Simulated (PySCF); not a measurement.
## PPb⁺: from constants to spectrum

UHF-CCSD(T) constants of PPb⁺, ³Σ⁻ (triplet), unpaired electrons π ↑↑ (basis P cc-pV(D+d)Z, Pb cc-pVDZ-PP with ECP60; scalar-relativistic core potentials; PySCF 2.14; masses 30.9738 and 207.9766 u):

- ωe: 276.3 cm⁻¹
- ωexe: 1.03 cm⁻¹
- Be: 0.08904 cm⁻¹
- αe: 0.000412 cm⁻¹
- D (centrifugal): 3.7e-08 cm⁻¹

Give the vibrational terms G(v) and spacings up to v = 6.

G(v) = ωe(v+½) − ωexe(v+½)².

| v | G(v) (cm⁻¹) | G(v) − G(v−1) | Bv (cm⁻¹) |
| --- | --- | --- | --- |
| 0 | 137.9 |  | 0.08883 |
| 1 | 412.1 | 274.2 | 0.08842 |
| 2 | 684.3 | 272.2 | 0.08801 |
| 3 | 954.4 | 270.1 | 0.08760 |
| 4 | 1222.5 | 268.1 | 0.08719 |
| 5 | 1488.5 | 266.0 | 0.08677 |
| 6 | 1752.4 | 263.9 | 0.08636 |

Correlated steps freeze 9 core orbitals. Spin–orbit coupling is left out, which matters for elements this heavy, above all for dissociation energies. The state is the lowest determinant that a PBE0 search found; another state may lie lower at other levels.
